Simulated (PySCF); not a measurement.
SnOF2, SMILES [O]=[Sn]([F])[F].

Geometry: B3LYP-D3(BJ)/def2-SVP. The def2 effective core potentials stand for the cores of Sn; spin–orbit coupling is left out.

Two levels are set side by side: PBE/def2-TZVPD (PySCF) and B3LYP/def2-TZVPD (PySCF). Same geometry, gas phase. Differences are taken from unrounded values.

```json
[
 {"quantity": "orbital gap (eV)", "B3LYP": "4.35"},
 {"quantity": "highest occupied level (eV)", "B3LYP": "-8.89"},
 {"quantity": "lowest empty level (eV)", "B3LYP": "-4.53"},
 {"quantity": "dipole moment (D)", "B3LYP": "0.71"},
 {"quantity": "mean polarisability (bohr³)", "B3LYP": "41.4"}
]
```

### Question
What does PBE give, and how far is it from B3LYP? (Estimate from the structure and the level; the computed values follow.)

### Answer

| quantity | PBE | PBE minus B3LYP |
|---|---|---|
| orbital gap (eV) | 2.36 | -2.00 |
| highest occupied level (eV) | -7.46 | 1.42 |
| lowest empty level (eV) | -5.11 | -0.57 |
| dipole moment (D) | 0.72 | 0.00 |
| mean polarisability (bohr³) | 43.4 | 2.0 |

Without exact exchange PBE keeps part of each electron's self-repulsion, which lifts occupied levels and narrows the gap. PBE's more diffuse valence density responds more strongly to a field. Differences between two approximate levels are no errors against the true value.

Rough cost on one machine, each run with all the roots and properties that it gave: B3LYP against PBE within a factor of 2.
